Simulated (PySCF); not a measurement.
Cl3HSi. Atoms are numbered in the order given.

```xyz
5

Si     0.0000     0.0000     0.5114
Cl    -1.6808    -0.9704    -0.1796
Cl     0.0000     1.9408    -0.1796
Cl     1.6808    -0.9704    -0.1796
H      0.0000     0.0000     1.9997
```
Charge 0, spin multiplicity 1.

The structure is a stationary point at PBE-D3(BJ)/def2-SVP. The isomer is the one that the SMILES or the coordinates give; other isomers of the formula were not compared.

Calculation: PySCF with SMD-ωB97X/6-31G*.

Solvation free energies are E(SMD) − E(gas) at the gas-phase geometry, for 1 M in both phases. In vacuum the dipole moment is 1.31 D.

### Question
Rank water, methanol, toluene by solvation free energy, most negative first.

### Answer
methanol (-4.2 kcal/mol), toluene (-3.8 kcal/mol), water (-0.1 kcal/mol)
